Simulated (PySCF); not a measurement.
GaH₃O₂Se. Atoms are numbered in the order given.

```xyz
7

Ga    -0.0040     0.7617     0.0000
O     -1.4362     1.8562     0.0000
H     -2.2826     1.3730     0.0000
O      1.6027     1.5684     0.0000
H      1.4937     2.5385     0.0000
Se    -0.0544    -1.5691     0.0000
H      1.4316    -1.5705     0.0000
```

Coordinates come from a PBE-D3(BJ)/def2-SVP optimisation. The structure was generated by enumeration; whether it is a known compound was not checked. One conformer was computed; it need not be the lowest.

The numbers are results of C-PCM-B3LYP/def2-SVP run with PySCF, not measurements.

The values are the electrostatic part of the solvation free energy, E(continuum) − E(gas) at the gas-phase geometry, in a cavity of scaled van der Waals radii (PySCF's table); cavitation and dispersion terms are not included. A continuum can't describe solvent molecules that bind to the metal. In vacuum the orbital gap is 5.86 eV. The dipole moment in vacuum is 1.00 D.

| solvent | ε | ΔG(elec) (kcal/mol) | dipole (D) | gap (eV) |
|---|---|---|---|---|
| water | 78.36 | -9.0 | 1.22 | 5.99 |
| dichloromethane | 8.93 | -8.0 | 1.19 | 5.97 |
| N,N-dimethylformamide | 37.22 | -8.9 | 1.22 | 5.99 |
